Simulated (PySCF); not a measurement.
UHF on Bi²⁺ (bismuth, charge +2)

Configuration: [Xe] 4f14 5d10 6s2 6p1, 2P determinant. All numbers are calculated (PySCF 2.14, a scalar-relativistic core potential, in cc-pVTZ-PP with ECP60MDF (5s4p3d1f, 39 functions)).

| Quantity | Value |
| --- | --- |
| Total energy | -212.728667 hartree |
| One-electron energy | -358.3858 hartree |
| Hartree (Coulomb) energy | 161.3115 hartree |
| Exchange energy | -15.6543 hartree |
| ⟨S²⟩ | 0.7560 |
| ⟨L²⟩ | 2.017 |
| Sum of ⟨r⟩ | 26.84 bohr |
| Sum of ⟨r²⟩ | 43.22 bohr² |
| Traceless quadrupole moment −½Σ⟨3z² − r²⟩ along its main axis | -3.32 e·bohr² |
| Time after the integrals | 0.09 s of wall time on 1 thread of Intel(R) Xeon(R) 6975P-C (shared host) |

```csv
shell,electrons,mean orbital energy (eV),spread (eV),"rms radius, mean of both spins (bohr)"
5s α,1,-199.61,0,0.899
5s β,1,-199.45,0,0.899
5p α,3,-133.64,0.231,1.02
5p β,3,-133.51,0.671,1.02
5d α,5,-53.396,0.471,1.31
5d β,5,-53.216,0.798,1.31
6s α,1,-35.211,0,2.25
6s β,1,-33.051,0,2.25
6p α,1,-23.284,0,2.84
```

Energies and moments cover only the electrons outside the core potential. Spin-orbit coupling, absent here, splits the open shell strongly.
